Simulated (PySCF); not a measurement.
## r2SCAN on Cu⁻ (copper, charge -1)

Configuration: [Ar] 3d10 4s2, closed-shell 1S. Calculation: PySCF 2.14, in aug-cc-pVTZ-PP with one added diffuse shell each of s, p, d, f, g type with ECP10MDF (7s7p6d4f3g, 113 functions); a scalar-relativistic core potential.

| Property | Result |
| --- | --- |
| Total energy | -197.2361 hartree |
| One-electron energy | -359.6870 hartree |
| Hartree (Coulomb) energy | 181.4001 hartree |
| Exchange-correlation energy | -18.9492 hartree |
| ⟨S²⟩ | 0.0000 |
| ⟨L²⟩ | 0.000 |
| Sum of ⟨r⟩ | 24.03 bohr |
| Sum of ⟨r²⟩ | 57.37 bohr² |
| Time after the integrals | about 8 core-seconds |

| shell | electrons | mean orbital energy (eV) | rms radius, mean of both spins (bohr) |
| --- | --- | --- | --- |
| 3s | 2 | -113.57 | 0.766 |
| 3p | 6 | -68.988 | 0.815 |
| 4s | 2 | 0.804 | 4.17 |
| 3d | 10 | 1.294 | 1.32 |

Energies and moments cover only the electrons outside the core potential. At r2SCAN the highest occupied level has a positive energy, so only the finite basis holds that electron; in a semilocal or global hybrid functional this comes from self-interaction and does not mean that the real anion is unbound.
